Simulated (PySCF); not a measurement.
# C₆ coefficients of unlike pairs at UHF

Calculated with PySCF 2.14 from the dipole response of each species, C₆(A,B) = (3/π) ∫ α_A(iu) α_B(iu) du, in atomic units, from isotropic polarisabilities. For ions this is the dispersion term alone; charge-induced terms of lower order in 1/R come first.

```csv
species,configuration,basis,relativity,α (bohr³),C₆ (like pair)
Mn²⁺,[Ar] 3d5 (6S),"aug-cc-pVTZ with one added diffuse shell each of s, p, d, f, g type (9s8p6d4f3g)",none,3.208,9.350
Rh,[Kr] 4d8 5s1 (4F),"aug-cc-pVTZ-PP with one added diffuse shell each of s, p, d, f, g type with ECP28MDF (7s7p6d4f3g)",core potential,89.70,816.7
Cr,[Ar] 3d5 4s1 (7S),aug-cc-pVQZ-DK (9s8p6d4f3g2h),spin-free X2C,107.0,975.3
B,[He] 2s2 2p1 (2P),aug-cc-pwCVQZ (9s8p6d4f2g),none,22.21,106.1
```

Task: Estimate C₆ for B with Mn²⁺.

Result: The integral gives 25.08. The combination rule 2 C_A C_B / (C_A α_B/α_A + C_B α_A/α_B) gives 24.79 and the geometric mean 31.50.

No spin-orbit coupling is included.

The other pairs:

```tsv
pair	C₆
Cr, Rh	885.5
Rh, Mn²⁺	62.50
B, Cr	296.6
B, Rh	281.7
Cr, Mn²⁺	60.47
```
